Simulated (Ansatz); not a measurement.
Born–Oppenheimer molecular dynamics of BFH$_{3}$NO (7 atoms, charge 0, multiplicity 1). It starts from a relaxed structure.

Method: Ansatz, RKS BHLYP/6-31G.

| Quantity | Value |
| --- | --- |
| ensemble | NVT, Langevin thermostat |
| time step | 0.5 fs |
| steps asked | 100 |
| set temperature | 300 K |
| friction | 0.01 /fs |
| seed | 847176 |

First frame:

```xyz
7
Properties=species:S:1:pos:R:3
B 0.003 -0.067 0.069
N -0.013 -0.026 1.469
H -0.814 -0.221 2.032
H 0.812 0.210 1.980
F 1.179 0.226 -0.567
O -1.056 -0.374 -0.740
H -1.919 -0.595 -0.395
```

Task: How far do the bonds stretch over the last three quarters of this one trajectory? (Pairs bonded in most of those frames.)

Result: 
```csv
bond,mean (Å),spread (Å),shortest,longest
B1–N2,1.406,0.007,1.39,1.42
B1–F5,1.372,0.022,1.33,1.41
B1–O6,1.374,0.011,1.36,1.39
N2–H3,1.004,0.023,0.96,1.04
N2–H4,1.003,0.016,0.97,1.03
O6–H7,0.958,0.016,0.93,0.99
```

Mean temperature of the second half: 273 K. A run of 0.05 ps of so small a system gives no equilibrium averages. Limits of this set-up: no polarisation functions.

The run took 110 s on 1 thread of Arm Neoverse V2, with other jobs on the host, peak memory 0.088 GiB.
